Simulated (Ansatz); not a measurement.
Reaction (ligand exchange at the Al–O bond): `[NH2][Al]([SH])[O][SiH3]` + NH₃ → `[NH2][Al]([NH2])[SH]` + `O[SiH3]`

Gas-phase electronic energies from Ansatz, PBE0-D4/def2-TZVP geometries. CBS: MP2 limit from def2 TZ/QZ plus the TZ coupled-cluster correction, frozen cores. This one scheme is used for every species. DFT in def2-TZVPP. One conformer a species, not always the lowest.

```csv
level,ΔE (kJ/mol)
revPBE-D4,72.6
B97M-V,81.9
CCSD/def2-SVP,86.5
SCS-MP2/def2-TZVPP,80.6
```

Q: What does CCSD(T)/CBS give? (Best estimate.)

A: Computed: +78.2 kJ/mol. The listed levels differ from it by -5.6, 3.7, 8.3, 2.4 kJ/mol.

Largest T1 diagnostic among the species: 0.011.

In def2-TZVPP, CCSD(T) changes the Hartree–Fock value by −4.9 kJ/mol (the triples alone add −0.6 kJ/mol) and MP2 by −5.3 kJ/mol. At CCSD(T), def2-SVP lies +8.1 kJ/mol from the extrapolated value and def2-TZVPP +1.6 kJ/mol. From BLYP to BHLYP (50 % exact exchange), in def2-TZVPP and without D4, ΔE moves by +5.5 kJ/mol.
